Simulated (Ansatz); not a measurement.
AlSi5. The state is a doublet with charge 0. Geometry r2SCAN-D4/def2-SVP; atoms count from 1.

```tsv
atom	x (Å)	y (Å)	z (Å)
Al1	-0.459	1.118	-1.779
Si2	-0.981	-1.834	0.113
Si3	-1.202	0.515	0.477
Si4	1.108	1.445	0.442
Si5	0.643	-0.556	1.563
Si6	0.892	-0.688	-0.817
```

The structure comes from a short search, and lower isomers may exist.

Question: Estimate the Mulliken populations from the PBE0/def2-TZVP orbitals of Ansatz.

Answer: 
```
atom  charge (e)  spin (α − β)
 Al1        0.19          0.59
 Si2       -0.02         -0.02
 Si3       -0.04          0.05
 Si4       -0.06          0.03
 Si5       -0.02          0.30
 Si6       -0.04          0.05
```
Mulliken values and Mayer orders depend strongly on the basis.

Question: Where does the spin sit?

Answer: Summed by element: Al 0.59, Si 0.41, of 1 unpaired in all. Largest on single atoms: Al1 0.59, Si5 0.30, Si3 0.05.

Question: And the Mayer bond orders between bonded heavy atoms (over 0.3)?

Answer: Al1–Si3 0.70 (2.45 Å); Al1–Si4 0.41 (2.74 Å); Al1–Si6 0.70 (2.45 Å); Si2–Si3 0.83 (2.39 Å); Si2–Si5 0.64 (2.52 Å); Si2–Si6 0.84 (2.38 Å); Si3–Si4 0.66 (2.49 Å); Si3–Si5 0.70 (2.39 Å); Si4–Si5 0.90 (2.34 Å); Si4–Si6 0.66 (2.49 Å); Si5–Si6 0.70 (2.40 Å). Values over 0.3 also appear between atoms too far apart for a bond (Al1–Si5 0.35 at 3.90 Å; Si2–Si4 0.39 at 3.90 Å; Si3–Si6 0.59 at 2.74 Å); they arise where an orbital or an unpaired electron spreads over both atoms.
